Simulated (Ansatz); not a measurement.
Relaxation of Zn3SeF4 with RKS r2SCAN-D4/def2-SVP.

```sh
$ ansatz run in.yaml --threads 4 --pin off --events-out ev --progress --plain --max-ram 8704MiB
```

```yaml
crystal:
  periodic: [false, false, false]
  atoms:
    - {symbol: Zn, position_ang: [0.114390, -0.866590, -1.304570]}
    - {symbol: Zn, position_ang: [-1.113900, -1.035370, 1.174850]}
    - {symbol: Zn, position_ang: [1.107850, 1.527500, -0.331480]}
    - {symbol: Se, position_ang: [1.102430, -0.532170, 0.728570]}
    - {symbol: F, position_ang: [-1.545750, -1.451090, -0.751330]}
    - {symbol: F, position_ang: [1.945390, 2.960310, -0.033000]}
    - {symbol: F, position_ang: [-1.984750, -1.405050, 2.570870]}
    - {symbol: F, position_ang: [0.374340, 0.802460, -2.053910]}
basis:
  gaussian: {orbitals: def2-SVP}
hamiltonian: {xc: r2scan, dispersion: d4}
scf: {lower_state_search: "off"}
output: {orbitals: {seedname: orbitals}}
relax: {f_tol: 0.02, max_steps: 100}
```

Run time 13 s (4 threads of Intel Xeon 6975P-C on a shared host).

Positions (Å) and forces (eV/Å) at steps 1, 2, 3, 4, 6 of 6:

```xyz
8
step=1 energy=-221440.0273 eV
Zn    0.114   -0.867   -1.305   -0.099   -0.316   -0.708
Zn   -1.114   -1.035    1.175    0.547    0.126   -1.351
Zn    1.108    1.528   -0.331   -0.666   -1.144   -0.550
Se    1.102   -0.532    0.729    1.350   -0.526    1.191
F    -1.546   -1.451   -0.751   -0.720   -0.269    0.134
F     1.945    2.960   -0.033    0.837    1.915    0.166
F    -1.985   -1.405    2.571   -1.305   -0.419    1.546
F     0.374    0.802   -2.054    0.058    0.633   -0.428
8
step=2 energy=-221440.4180 eV
Zn    0.071   -0.833   -1.297   -0.061    0.011   -0.107
Zn   -1.061   -1.170    1.216    0.067    0.133   -0.305
Zn    1.277    1.486   -0.355   -0.156    0.014   -0.040
Se    1.219   -0.627    0.762    0.398   -0.252    0.146
F    -1.599   -1.430   -0.725   -0.138   -0.139    0.210
F     1.867    3.113   -0.111    0.017    0.133   -0.092
F    -2.144   -1.389    2.558   -0.303   -0.093    0.207
F     0.371    0.850   -2.048    0.175    0.193   -0.019
8
step=3 energy=-221440.3584 eV rejected
Zn    0.048   -0.815   -1.295    0.065   -0.021   -0.026
Zn   -1.059   -1.016    1.234   -0.119   -0.593    0.352
Zn    1.177    1.497   -0.262    0.620    0.301   -0.139
Se    1.320   -0.730    0.738   -0.485    0.384   -0.070
F    -1.605   -1.438   -0.676    0.048    0.173    0.096
F     1.883    3.130   -0.217   -0.387   -0.549    0.042
F    -2.197   -1.491    2.516    0.346    0.316   -0.441
F     0.433    0.863   -2.039   -0.087   -0.011    0.187
8
step=4 energy=-221440.4552 eV
Zn    0.061   -0.825   -1.298   -0.080    0.027   -0.089
Zn   -1.032   -1.154    1.233    0.025    0.060   -0.153
Zn    1.280    1.473   -0.322   -0.068    0.021   -0.031
Se    1.269   -0.681    0.741    0.216   -0.122    0.108
F    -1.602   -1.418   -0.690   -0.050   -0.079    0.097
F     1.828    3.127   -0.156   -0.003    0.046   -0.030
F    -2.189   -1.388    2.518   -0.139   -0.034    0.107
F     0.384    0.867   -2.026    0.098    0.080   -0.009
8
step=6 energy=-221440.4677 eV
Zn    0.037   -0.816   -1.322   -0.016    0.004   -0.016
Zn   -0.999   -1.135    1.233   -0.010   -0.007   -0.004
Zn    1.281    1.442   -0.293    0.001    0.006   -0.012
Se    1.320   -0.755    0.697    0.009   -0.006    0.003
F    -1.605   -1.433   -0.669    0.018    0.006    0.006
F     1.728    3.127   -0.120   -0.001    0.007    0.003
F    -2.192   -1.301    2.504   -0.004    0.002    0.006
F     0.429    0.870   -2.031    0.004   -0.012    0.015
```

The structure comes from a short search, and lower isomers may exist.
